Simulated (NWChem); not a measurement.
System: TiF3, doublet; SMILES [F][Ti]([F])[F]

Computed with NWChem. Pople sets run with spherical d functions. Spin-unrestricted. In the optimisation the excess spin sits in a' (C3h, its own frame). All runs use the structure optimised with PBE-D3(BJ)/def2-SVP, spin-unrestricted. No stability test was run on the SCF state. B3LYP is NWChem's, with the RPA form of VWN correlation.

For level MPW1K/6-31G*:

```
Quantity                                                     Result
-----------------------------------------------------------  ------
highest occupied level (eV)                                   -8.38
lowest empty minus highest occupied level, either spin (eV)    7.16
```

Q: How do the values read with level B3LYP/6-31G* instead?

A: 
| Quantity | Value |
|---|---|
| highest occupied level (eV) | -6.32 |
| lowest empty minus highest occupied level, either spin (eV) | 3.90 |
